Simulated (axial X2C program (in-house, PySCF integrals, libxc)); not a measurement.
## Worked dissociation energy of YI: PBE0, without spin–orbit coupling

Computed with an in-house relativistic program for diatomic molecules. Spin-free means the one-electron spin-free X2C Hamiltonian. Basis: I dyall-cv3z [11s12p8d4f1g], Y dyall-cv3z [11s12p9d6f3g] (cores contracted in-house); Gaussian nuclei, density fitting, unrestricted open shells. Masses: I 126.904 u, Y 88.906 u.

Molecular state: M_S = 0, Λ = 0 (closed shell).

- E(I) (2M_S = 1, M_L = 0): -7115.322454 hartree
- E(Y) (2M_S = 1, M_L = 0): -3384.641395 hartree
- E(YI) at Re: -10500.108273 hartree
- ωe: 215.5 cm⁻¹
- ωexe: 0.41 cm⁻¹

Question: Work out De and D0.

Answer: De = -7115.322454 + (-3384.641395) − (-10500.108273) = 0.14442 hartree = 3.930 eV. The zero-point energy is ωe/2 − ωexe/4 = 108 cm⁻¹ = 0.013 eV, so D0 = 3.917 eV.

The state is a single determinant with fixed occupations, the lowest that a limited PBE0 search found. Closed shells are restricted here (equal orbitals for both partners); the stretched side of such a curve lies too high. Dissociation energies refer to the lowest single-determinant-based atoms at the same level and basis. Other states lie close and PBE0, whose exact exchange favours high spin, may order them wrongly; the determinant shown need not be the ground state. The nearest other spin-free determinant of the search, M_S = 1, Λ = 2, lies 0.40 eV up at the distance of the search. Spin-free De lacks the spin–orbit lowering of the heavy p-block atom, a tenth of an eV or more for 4p and 5p, up to an eV for 6p and one to two eV for 7p atoms, less what an open-shell molecule gains itself.

Each atomic determinant is the lowest at this level and need not be a pure term. Totals compare only within one Hamiltonian and basis.
